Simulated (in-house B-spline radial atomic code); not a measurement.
**Binding energies in Kr XXII (Kr21+)**

NIST's tabulated ground configuration is [Ne] 3s2 3p3; each binding energy is the energy of the ion with one electron taken from that subshell, relaxed, less that of the parent. Level of theory: Dirac-Hartree-Fock, average of configuration, Fermi nucleus of rms radius 4.1884 fm; calculated with an all-electron radial atomic-structure program (B-spline basis). Energies include first-order Breit, QED and recoil terms.

| subshell | X-ray name | binding energy (eV) | -ε (eV) | relaxation (eV) |
| --- | --- | --- | --- | --- |
| 1s | K | 15253.6 | 15313.1 | 26.2 |
| 2s | L1 | 2824.3 | 2832.8 | 5.4 |
| 3s | M1 | 1006.1 | 1007.3 | 0.6 |
| 3p | M2,3 | 937.3 | 938.4 | 0.6 |

Relaxation = -ε minus the binding energy without Breit, QED and recoil terms.

(1) What does it cost to remove both a 2s and a 3p electron?

(2) What does it cost to remove two 1s electrons?

Results:

(1) 3828.6 eV, which is 66.94 eV more than the two single binding energies together.

(2) 31093 eV, which is 585.7 eV more than the two single binding energies together.
